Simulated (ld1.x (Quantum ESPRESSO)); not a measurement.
# Configuration tests for S (Z = 16) (TM semilocal)

| Quantity | Value |
| --- | --- |
| Element | S |
| Generator | ld1.x (Quantum ESPRESSO) 7.5 |
| Type | norm-conserving Troullier–Martins (semilocal form) |
| Functional | PBE |
| Relativity | scalar-relativistic |
| Frozen core | [Ne] |
| Valence charge | 6 |
| Reference configuration | 3s2 3p4 |
| Partial waves | 3s (bound): rc 1.55 bohr; 3d channel at 0.5 Ry: rc 1.20 bohr; 3p (bound): rc 1.45 bohr |
| Local potential | the p channel |
| Core correction | Bessel-smoothed model core inside 1.20 bohr |

Energies are relative to the spin-unpolarised reference configuration 3s2 3p4; without spin polarisation the order of configurations can differ from experiment.

```tsv
valence configuration	charge	ΔE all-electron (eV)	error AE − PS (meV)
3s2 3p3	+1	11.769	+2.9
3s2 3p1	+3	68.094	+83
3s1 3p5	0	10.311	-1.4
3s1 3p4	+1	22.648	+3.3
3s2 3p0	+4	114.891	+218
3s0 3p6	0	20.740	-5.4
```

What are ΔE and the potential's error for 3s2 3p2?

ΔE = 34.053 eV all-electron; the error (AE − PS) is +23 meV.
